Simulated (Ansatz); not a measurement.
One change: `OBCS[SiH3]` becomes `CBO`.

Ansatz, PBE0-D4/def2-TZVP geometries, multiplicity 1. Each molecule was computed in one conformer, which needn't be the lowest.

```
                                                                                  property  `OBCS[SiH3]`
                                        size of the dipole moment (ωB97M-V/def2-TZVPP) / D          1.84
                                                        LUMO energy (PBE0/def2-TZVPP) / eV         -0.53
                                                     HOMO energy (ωB97M-V/def2-TZVPP) / eV         -9.08
                                                   HOMO–LUMO gap (ωB97M-V/def2-TZVPP) / eV         10.46
ideal-gas entropy at 298 K and 1 bar (rigid rotor, harmonic PBE0-D4/def2-TZVP) / J/(mol·K)           379
                                                     HOMO–LUMO gap (B3LYP/def2-TZVPP) / eV          5.90
```

(1) Give the same properties after the change, and the shifts. (Estimate.)

Answers

(1) Computed: 
```json
{"property": "size of the dipole moment (ωB97M-V/def2-TZVPP) / D", "`CBO`": "1.05", "shift": "-0.79"}
{"property": "LUMO energy (PBE0/def2-TZVPP) / eV", "`CBO`": "0.21", "shift": "0.74"}
{"property": "HOMO energy (ωB97M-V/def2-TZVPP) / eV", "`CBO`": "-10.92", "shift": "-1.84"}
{"property": "HOMO–LUMO gap (ωB97M-V/def2-TZVPP) / eV", "`CBO`": "13.02", "shift": "2.56"}
{"property": "ideal-gas entropy at 298 K and 1 bar (rigid rotor, harmonic PBE0-D4/def2-TZVP) / J/(mol·K)", "`CBO`": "272", "shift": "-107"}
{"property": "HOMO–LUMO gap (B3LYP/def2-TZVPP) / eV", "`CBO`": "8.33", "shift": "2.43"}
```

With PBE0 the HOMO falls by 1.68 eV and the LUMO rises by 0.74 eV, so the gap widens by about 2.42 eV. PBE moves the HOMO by -1.41 eV and ωB97M-V by -1.84 eV. The zero-point energy changes by -47.7 kJ/mol with -12 modes. Dipoles are sizes alone; their direction can turn. Modes under 60 cm⁻¹, often nearly free rotors, make the harmonic entropy too high.

B3LYP here is the variant with VWN-RPA as its local correlation; programs differ in this.
